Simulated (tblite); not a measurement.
Compound: C₉H₇NSi.
InChI=1S/C9H7NSi/c10-7-11-6-5-8-3-1-2-4-9(8)11/h1-6,11H/t11-/m1/s1

Computed with GFN2-xTB (tblite): harmonic, unscaled wavenumbers at the GFN2-xTB geometry, gas phase. Errors from tens to a few hundred cm⁻¹ against measured bands are possible. Modes of hydrogen on silicon can be 10 to 20 % off.

Harmonic wavenumbers (cm⁻¹): 54.7, 66.6, 161.8, 175.6, 292.3, 293.3, 330.4, 354.3, 388.8, 438.3, 486.5, 491.5, 545.1, 592.4, 608.3, 647.1, 662.1, 711.9, 752.1, 787.0, 796.2, 836.4, 882.2, 911.6, 914.7, 929.5, 1045.5, 1085.5, 1106.1, 1159.9, 1181.9, 1215.2, 1254.9, 1299.5, 1340.1, 1433.8, 1437.9, 1563.7, 1587.1, 1595.9, 2267.2, 2351.2, 3059.8, 3066.7, 3068.3, 3078.2, 3089.1, 3103.1.

A = 1801, B = 749.1, C = 591.8 MHz; mass 157.035 u (most abundant isotopes); point group C1, symmetry number 1.

Task: What is the zero-point energy?

Result: Half the sum of the wavenumbers: 27751 cm⁻¹ = 331.97 kJ/mol.

Task: What is S at 350 K and 1 bar for an ideal gas of classical rigid rotors and harmonic oscillators?

Result: Translation 175.25, rotation 129.10, vibration 135.29: S = 439.6 J/(mol K).

Task: And Cp and H(350 K) − H(0)?

Result: Cp = 192.92 J/(mol K), of which vibrations give 159.66 (their classical limit is 48 R = 399.1); H(350 K) − H(0) = 38.00 kJ/mol without the zero-point energy, 26.36 from vibrations.

Task: How do the functions run with temperature in this model?

Result: 
| T (K) | S (J/(mol K)) | Cp (J/(mol K)) | H − H(0) (kJ/mol) | G − H(0) (kJ/mol) | ln q(vib) |
| --- | --- | --- | --- | --- | --- |
| 100 | 290.2 | 69.7 | 4.97 | -24.05 | 1.33 |
| 200 | 353.4 | 119.7 | 14.38 | -56.30 | 3.49 |
| 300 | 411.7 | 170.2 | 28.91 | -94.59 | 5.93 |
| 500 | 518.3 | 248.2 | 71.32 | -187.82 | 11.15 |
| 800 | 651.2 | 315.6 | 156.97 | -364.01 | 18.81 |
| 1000 | 724.8 | 342.9 | 222.98 | -501.78 | 23.55 |

q(vib) and H(0) count from the zero-point level.

Task: What must be added to the electronic energy to get the Gibbs energy at 350 K and 1 bar?

Result: ZPE + [H(350 K) − H(0)] − T·S = 331.97 + 38.00 − 153.87 = 216.10 kJ/mol.

Task: Which modes carry the vibrational entropy at 350 K?

Result: 54.7 cm⁻¹: 20.74; 66.6 cm⁻¹: 19.11; 161.8 cm⁻¹: 11.86; 175.6 cm⁻¹: 11.20; 292.3 cm⁻¹: 7.27; 293.3 cm⁻¹: 7.25 J/(mol K); the other 42 give 57.86 together.

Task: Blend soft modes into free rotors: weight 1/[1 + (100 cm⁻¹/ν̃)⁴] for the oscillator and the rest for a rotor with moment μB/(μ + B), μ = h/(8π²ν), B = 10⁻⁴⁴ kg m². What vibrational entropy results?

Result: 125.94 J/(mol K) in place of 135.29, which changes −T·S at 350 K by +3.27 kJ/mol.

Hindered rotation and anharmonicity are outside this model. The structure is chiral; the term R ln 2 for an equal mix with its mirror image is left out.
